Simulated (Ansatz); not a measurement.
Cost and result up the ladder for B₃P₃H₁₂, a cluster cut from wurtzite BP (hydrogen-capped) (18 atoms). Total charge 0; singlet. Geometry: r2SCAN-D4/def2-SVP.

```tsv
atom	x (Å)	y (Å)	z (Å)
P1	-1.679	0.337	-0.643
B2	-0.612	1.854	-0.045
P3	1.260	1.320	-0.120
B4	-1.352	-1.398	0.179
P5	0.564	-1.737	0.091
B6	1.776	-0.353	0.733
H7	-3.049	0.660	-0.482
H8	-1.636	0.230	-2.060
H9	-0.820	2.838	-0.727
H10	-0.868	1.989	1.138
H11	1.731	1.357	-1.461
H12	2.047	2.364	0.425
H13	-1.983	-2.276	-0.374
H14	-1.605	-1.253	1.362
H15	0.934	-2.149	-1.219
H16	0.841	-2.937	0.791
H17	1.517	-0.213	1.915
H18	2.934	-0.633	0.495
```

Ansatz on 4 threads of Arm Neoverse V2 on a shared host. Times are rough, and most runs start from the orbitals of an earlier one. PBE0-D4/def2-TZVPD serves as the yardstick here, not as an exact answer. Differences are given only for rows in sets of like size (and for xTB, whose basis is part of the method), since another set adds its own error. Binding counts from free atoms at the same level (P quartet, B doublet, H doublet; other spins of the atoms weren't run), without zero-point energy or a counterpoise term.

B3LYP takes the VWN-RPA correlation. Correlated methods freeze 18 core orbitals. The rows differ in basis, and correlated rows in double-zeta sets carry the largest basis error.

Correlated methods converge slowly with the basis, most of all in double-zeta sets.

| level | functions | wall time | binding energy per atom (eV) | difference from PBE0-D4/def2-TZVPD (eV) |
| --- | --- | --- | --- | --- |
| PBE-D4/def2-SVP | 156 | 2 s | 3.32 | – |
| LDA (SPW92)/def2-TZVP | 276 | 2.2 s | 3.71 | 0.41 |
| PBE0-D4/def2-SVP | 156 | 2.7 s | 3.30 | – |
| PBE-D4/def2-TZVP | 276 | 3.4 s | 3.32 | 0.02 |
| BLYP-D4/def2-TZVP (with forces) | 276 | 5 s | 3.27 | -0.02 |
| MP2/def2-TZVP | 276 | 6 s | 3.11 | -0.18 |
| PBE0-D4/def2-TZVP | 276 | 6.5 s | 3.30 | 0.00 |
| B3LYP-D4/def2-TZVP | 276 | 6.5 s | 3.30 | 0.01 |
| r2SCAN-D4/def2-TZVP | 276 | 7 s | 3.30 | 0.00 |
| PBE-D4/def2-TZVPD | 348 | 7 s | 3.32 | 0.02 |
| BLYP-D4/def2-TZVPD | 348 | 7.5 s | 3.27 | -0.02 |
| PBE0-D4/def2-TZVPD | 348 | 10 s | 3.30 | 0.00 |
| CCSD(T)/def2-SVP | 156 | 26 s | 3.06 | – |
